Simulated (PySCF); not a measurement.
Computed magnetic data of one metal complex (SC-NEVPT2 in the d shell, PySCF, with spin-orbit coupling):

```csv
T / K,χT / cm³ K mol⁻¹,μeff / μB
2,4.386,5.92
5,4.386,5.92
10,4.386,5.92
20,4.386,5.92
30,4.386,5.92
50,4.386,5.92
75,4.386,5.92
100,4.386,5.92
150,4.386,5.92
200,4.386,5.92
250,4.386,5.92
300,4.386,5.92
```

Powder magnetisation at 2 K: 1.84 μB at 0.5 T, 3.13 μB at 1 T, 4.30 μB at 2 T, 4.70 μB at 3 T, 4.93 μB at 5 T, 4.99 μB at 7 T.

Task: Which of these complexes, all computed at model or optimised geometries, gave the data?
A. [MnF5]3- (d5, trigonal bipyramidal)
B. [Mn(NH3)6]2+ (d5, octahedral)
C. [MnI4]2- (d5, tetrahedral)
D. FeI3 (d5, trigonal planar)

Result: C. [MnI4]2- (d5, tetrahedral) has NEVPT2: 2S+1 = 6, 5.92 μB at 300 K, 5.92 μB at 10 K, 4.99 μB at 7 T. The others: FeI3 (d5, trigonal planar) has NEVPT2: 2S+1 = 6, 5.92 μB at 300 K, 5.85 μB at 10 K, 4.46 μB at 7 T; [Mn(NH3)6]2+ (d5, octahedral) has NEVPT2: 2S+1 = 6, 5.92 μB at 300 K, 5.92 μB at 10 K, 4.99 μB at 7 T; [MnF5]3- (d5, trigonal bipyramidal) has NEVPT2: 2S+1 = 6, 5.92 μB at 300 K, 5.92 μB at 10 K, 4.99 μB at 7 T.

On [MnI4]2-: No frequencies were computed for the optimised geometry.
